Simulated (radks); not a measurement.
Spherical quantum dot in the effective-mass picture: electrons in a hard-walled sphere of radius 6.82, all in effective atomic units (hartree* = m*/eps^2 hartree, bohr* = eps/m* bohr), one dielectric constant everywhere. Calculated with a radial shooting solver with Libxc functionals: non-relativistic Kohn-Sham, LDA (Slater exchange, Perdew-Wang correlation), spin-polarised, spherical densities. Levels are named by radial order and angular momentum (1s, 1p, 1d, 2s, ...), and open shells are averaged over m.

N = 19, configuration 1s2 1p6 1d10 1f(up 1, down 0). This is the lowest configuration that the search found. Occupied and some empty levels:

level    occupation  eigenvalue (hartree*)  <r> (bohr*)
1s up             1                 3.4787        4.885
1s down           1                 3.4848        4.879
1p up             3                 3.5262        4.979
1p down           3                 3.5325        4.975
1d up             5                 3.6140        5.079
1d down           5                 3.6204        5.077
1f up             1                 3.7378        5.172
1f down           0                 3.7444        5.171
1g up             0                 3.8950        5.257
1g down           0                 3.9016        5.256
2s up             0                 3.9441        3.086
2s down           0                 3.9460        3.083
2p up             0                 4.1096        3.602
2p down           0                 4.1122        3.599
2d up             0                 4.3159        3.927
2d down           0                 4.3192        3.925

Energy (hartree*): total 36.1446, kinetic 7.4486, external 0, Hartree 33.297, exchange-correlation -4.6007.
